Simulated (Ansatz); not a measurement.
Born–Oppenheimer molecular dynamics of FH5NO3Ta (11 atoms, charge 0, multiplicity 1). It starts from a relaxed structure.

Computed with RHF/def2-SVP (Ansatz 0.2.0).

| Quantity | Value |
| --- | --- |
| ensemble | NVT, Langevin thermostat |
| time step | 0.5 fs |
| steps asked | 166 |
| set temperature | 500 K |
| friction | 0.005 /fs |
| seed | 704547 |

First frame:

```xyz
11
Properties=species:S:1:pos:R:3
Ta -0.090 -0.142 -0.056
O 1.818 -0.151 0.041
H 2.387 -0.208 0.793
F -0.099 -0.155 1.875
O -0.157 -0.231 -1.932
H -0.187 -0.230 -2.870
O -1.047 1.511 0.050
H -1.367 1.974 0.808
N -1.075 -1.852 0.129
H -1.304 -2.254 1.019
H -1.403 -2.418 -0.631
```

**Question.** How far do the bonds stretch over the last three quarters of this one trajectory? (Pairs bonded in most of those frames.)

**Answer.** 
```csv
bond,mean (Å),spread (Å),shortest,longest
Ta1–O2,1.900,0.017,1.87,1.92
Ta1–F4,1.924,0.038,1.86,1.98
Ta1–O5,1.893,0.036,1.83,1.95
Ta1–O7,1.925,0.059,1.84,2.02
Ta1–N9,1.975,0.020,1.94,2.01
O2–H3,0.942,0.005,0.93,0.95
O5–H6,0.943,0.014,0.92,0.97
O7–H8,0.947,0.020,0.91,0.99
N9–H10,1.006,0.023,0.96,1.05
N9–H11,1.007,0.031,0.95,1.05
```

Pairs bonded in part of these frames only: Ta1–H8 19 %, Ta1–H10 6 %.

Mean temperature of the second half: 292 K. The mean temperature of the second half is 42 % below the set value. A run of 0.083 ps of so small a system gives no equilibrium averages.

The run took 3.8 min on 4 threads of Arm Neoverse V1, with other jobs on the host, peak memory 0.29 GiB.
